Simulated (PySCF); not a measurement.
**Radial density of Ar⁺ (argon, charge +1)**

UHF, [Ne] 3s2 3p5, 2P determinant. Calculation: PySCF 2.14, in 6-31G*; no relativity, point nucleus.

| r (bohr) | 4πr²ρ (e/bohr) | 4πr²(ρα − ρβ) |
| --- | --- | --- |
| 0.00160 | 0.1145 | 0.0000 |
| 0.00269 | 0.3161 | 0.0000 |
| 0.00452 | 0.8430 | 0.0001 |
| 0.00761 | 2.123 | 0.0001 |
| 0.0128 | 4.999 | 0.0004 |
| 0.0215 | 10.33 | 0.0011 |
| 0.0362 | 17.39 | 0.0039 |
| 0.0609 | 20.86 | 0.0164 |
| 0.102 | 16.56 | 0.0614 |
| 0.172 | 15.44 | 0.1473 |
| 0.290 | 21.11 | 0.1407 |
| 0.488 | 11.89 | 0.0000 |
| 0.820 | 4.328 | 0.4038 |
| 1.38 | 5.176 | 0.7399 |
| 2.32 | 1.395 | 0.2010 |
| 3.90 | 0.06655 | 0.0082 |
| 6.57 | 2.849e-05 | 0.0000 |
